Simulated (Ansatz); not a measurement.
`[F][In@-]1([Cl])[Cl+][In@-]([F])([Cl])[Cl+]1`, relaxed with RKS PBE0-D4/def2-TZVP in Ansatz from a GFN2-xTB geometry. The force threshold is 0.005 eV/Å; the program also tests the step.

Charge 0, multiplicity 1. In: def2 effective core potential.

Start:

```xyz
8

F    -1.189   -1.656    2.118
In   -1.243   -1.225    0.202
Cl   -2.598   -2.160   -1.353
Cl    1.155   -1.232   -0.412
In    1.232    1.234   -0.202
F     1.124    1.829   -2.071
Cl    2.698    1.966    1.365
Cl   -1.179    1.244    0.351
```

Task: How much energy does the relaxation release, and in how many steps? (An estimate is asked.)

Result: Ansatz gave: 0.07 eV, in 5 steps.

Task: Which bonds change most? (An estimate is asked.)

Result: Ansatz gave: In5–F6 from 1.964 to 1.924 Å; F1–In2 from 1.964 to 1.924 Å; In5–Cl8 from 2.473 to 2.493 Å; In2–Cl8 from 2.474 to 2.493 Å.

Task: Give the relaxed structure. (An estimate is asked.)

Result: Ansatz gave: 
```xyz
8

F    -1.221   -1.816    2.143
In   -1.230   -1.253    0.303
Cl   -2.613   -2.044   -1.332
Cl    1.161   -1.237   -0.401
In    1.230    1.253   -0.305
F     1.247    1.841   -2.137
Cl    2.595    2.017    1.358
Cl   -1.169    1.239    0.371
```
